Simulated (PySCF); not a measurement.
**Two-component Hartree-Fock for La³⁺ (lanthanum, charge +3)**

Start: [Xe]. Calculated with PySCF 2.14 in x2c-TZVPPall-2c with one added diffuse shell each of s, p, d type (12s12p11d3f1g, 133 functions): generalised Hartree-Fock with the X2C-1e Hamiltonian and a Gaussian nucleus; spin-orbit coupling (SO) screened by Boettger's factors.

| spinor shell | electrons | ε, screened SO (eV) | weight of nominal j (screened SO) | rms radius, screened SO (bohr) |
| --- | --- | --- | --- | --- |
| 1s1/2 | 2 | -39139.5 | 1.000 | 0.0286 |
| 2s1/2 | 2 | -6358.1 | 1.000 | 0.116 |
| 2p1/2 | 2 | -5984.2 | 1.000 | 0.100 |
| 2p3/2 | 4 | -5567.6 | 1.000 | 0.106 |
| 3s1/2 | 2 | -1424.2 | 1.000 | 0.303 |
| 3p1/2 | 2 | -1265.3 | 1.000 | 0.295 |
| 3p3/2 | 4 | -1181.9 | 1.000 | 0.308 |
| 3d3/2 | 4 | -906.25 | 1.000 | 0.279 |
| 3d5/2 | 6 | -888.62 | 1.000 | 0.283 |
| 4s1/2 | 2 | -325.53 | 1.000 | 0.694 |
| 4p1/2 | 2 | -264.56 | 1.000 | 0.719 |
| 4p3/2 | 4 | -246.67 | 1.000 | 0.745 |
| 4d3/2 | 4 | -144.37 | 1.000 | 0.820 |
| 4d5/2 | 6 | -141.20 | 1.000 | 0.830 |
| 5s1/2 | 2 | -71.685 | 1.000 | 1.65 |
| 5p1/2 | 2 | -52.408 | 1.000 | 1.83 |
| 5p3/2 | 4 | -49.570 | 1.000 | 1.89 |

```tsv
quantity	screened SO
E (hartree)	-8489.91330
M_J	0
⟨J²⟩	0.000
⟨L²⟩	0.037
⟨S²⟩	0.037
```

Breit and QED terms are absent; they matter most for the inner s and p1/2 levels.

Densities and radii are taken from the X2C orbitals without a picture-change correction, which distorts them close to the nucleus.
